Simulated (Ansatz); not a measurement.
Level of theory: frozen-core CCSD(T)/cc-pVTZ // PBE0-D3(BJ)/def2-TZVP (Ansatz, a quantum-chemistry and plane-wave program). The restricted HF reference is unstable towards unrestricted orbitals.

Ansatz 0.2 input:
```yaml
crystal:
  periodic: [false, false, false]
  atoms:
    - { symbol: Si, position_ang: [1.947087, -0.135335, -0.01546] }
    - { symbol: C, position_ang: [0.104842, 0.095414, 0.064611] }
    - { symbol: C, position_ang: [-0.874065, -0.752355, -0.533941] }
    - { symbol: C, position_ang: [-2.15211, -0.338458, -0.310493] }
    - { symbol: S, position_ang: [-2.191005, 1.085273, 0.628632] }
    - { symbol: C, position_ang: [-0.490416, 1.136313, 0.728814] }
    - { symbol: H, position_ang: [2.346737, -1.440842, 0.574958] }
    - { symbol: H, position_ang: [2.427588, -0.107239, -1.42289] }
    - { symbol: H, position_ang: [2.597936, 0.963815, 0.744119] }
    - { symbol: H, position_ang: [-0.636008, -1.637996, -1.109609] }
    - { symbol: H, position_ang: [-3.070517, -0.794455, -0.647592] }
    - { symbol: H, position_ang: [-0.008465, 1.934071, 1.274835] }
basis:
  gaussian: { orbitals: cc-pVTZ }
correlation:
  method: ccsd_t
```

Output:

```
Functional definition: HF
1566 factors; integrals over basis functions are off by at most 9.9e-4 eV
mean field evaluation 1: about -22893.6100 eV, gradient 3.6e1 eV
mean field evaluation 2: about -22894.0828 eV, gradient 3.6e1 eV
mean field evaluation 4: about -22897.9949 eV, gradient 5.7e0 eV
mean field evaluation 8: about -22898.1249 eV, gradient 4.7e-1 eV
mean field evaluation 16: about -22898.1271 eV, gradient 1.2e-6 eV
mean field -22898.12707597 eV, -841.4906491341 hartree, gradient 1.2e-6 eV, S^2 0.000000; 0 other end points of the search recorded, 0 dependent functions left out; unrestricted orbitals would lower it
14 core orbitals not correlated
reference -22898.12707597 eV, -841.4906491341 hartree; 16, 16 occupied and 242, 242 virtual orbitals, 1566 factors
second order -25.51768633 eV of doubles, -0.00000000 eV of singles
cycle   1  -25.66161750 eV  change   -1.4e-1 eV  update   1.3e-1
cycle   2  -26.43502245 eV  change   -7.7e-1 eV  update   4.0e-2
cycle   3  -26.59674374 eV  change   -1.6e-1 eV  update   1.9e-2
cycle   4  -26.58483108 eV  change    1.2e-2 eV  update   4.8e-3
cycle   5  -26.58471835 eV  change    1.1e-4 eV  update   2.7e-3
cycle   6  -26.58530228 eV  change   -5.8e-4 eV  update   8.6e-4
cycle   7  -26.58485390 eV  change    4.5e-4 eV  update   4.6e-4
cycle   8  -26.58482224 eV  change    3.2e-5 eV  update   1.9e-4
cycle   9  -26.58486120 eV  change   -3.9e-5 eV  update   6.0e-5
cycle  10  -26.58482992 eV  change    3.1e-5 eV  update   1.9e-5
perturbative correction -1.41875030 eV, -0.0521381117 hartree
Total energy: -22926.13065619 eV, -842.5197617255 hartree
```

Cost: roughly 8 core-minutes.
